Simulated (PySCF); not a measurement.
Trends in electronic spectra. Computed, not measured: PySCF 2.14.0, density-fitted response routines, TDDFT PBE0/def2-SVPD, vertical, gas phase, core orbitals frozen in the response, def2 core potentials past Kr. Geometries: PBE0-D3(BJ)/def2-SVP; one conformer of each isolated species. Triplets are in the Tamm–Dancoff approximation. Atoms past krypton carry core potentials; spin–orbit coupling is left out. Ions are computed without counter-ions or solvent.

Question: Rank by computed lowest singlet excitation energy, lowest first.
A. `[O]=[Ru](=[O])(=[O])=[O]`
B. `[CH3][Mg][I]`
C. `c1(ccccn1)[SiH2]B(O)O`
D. `CC#[C][Ge@@]([CH3])([NH2])[Cl]`
E. `C=CC#CC#CC`
F. `C1CC[NH2+]1`

Answer: A (3.36 eV), E (3.98 eV), C (4.50 eV), B (5.08 eV), D (5.78 eV), F (8.77 eV).

| SMILES | S1 (eV) | T1 (eV) | HOMO (eV) | LUMO (eV) | α (au) | first f ≥ 0.01 (nm) | S1 mainly |
| --- | --- | --- | --- | --- | --- | --- | --- |
| [O]=[Ru](=[O])(=[O])=[O] | 3.36 | 2.65 | -10.61 | -5.23 | 48.3 | – | H-2/H-1/H→L/L+1 (≥77%) |
| C=CC#CC#CC | 3.98 | – | -6.54 | -1.44 | 104.6 | 287 | H-1→L (96%) |
| OB(O)[SiH2]c1ccccn1 | 4.50 | 3.83 | -7.08 | -0.94 | 114.7 | 230 | H→L (99%) |
| [CH3][Mg][I] | 5.08 | 4.50 | -7.42 | -1.18 | 78.5 | 244 | H-1/H→L (98%) |
| CC#[C][Ge@@]([CH3])([NH2])[Cl] | 5.78 | – | -7.54 | -0.19 | 101.0 | 201 | H→L (59%) |
| C1C[NH2+]C1 | 8.77 | 8.55 | -14.89 | -4.81 | 37.7 | 138 | H→L (98%) |

H and L stand for HOMO and LUMO; a dash means that no computed state gives the value. A slash joins orbitals within 0.01 eV of each other, whose weights are summed (≥ marks a lower bound).
